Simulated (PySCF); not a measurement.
Computed shifts of a molecule C3H4N2O, PBE/pcSseg-1 in PySCF, GIAO, gas phase, equivalent atoms averaged, in ppm (number of nuclei): ¹³C: 164.0 (1), 158.7 (1), 87.6 (1). ¹⁵N: 300.1 (1), 266.3 (1). ¹H: 7.50 (1), 7.16 (1), 6.31 (1), 6.21 (1). References: ¹³C against TMS (σ = 182.0 ppm); ¹⁵N against NH3 (σ = 267.0 ppm); ¹⁷O against H2O (σ = 334.3 ppm); ¹H against TMS (σ = 31.49 ppm), references at their B3LYP-D3(BJ)/def2-TZVP geometries, non-relativistic. Geometry: B3LYP-D3(BJ)/def2-SVP. Other conformers were not sampled.

Pick the molecule that these values belong to.
A. N#C/N=C/CO
B. [H]/N=c1/[nH]cco1
C. CO/C=N/C#N
D. C1=NC=NCO1

D, C1=NC=NCO1
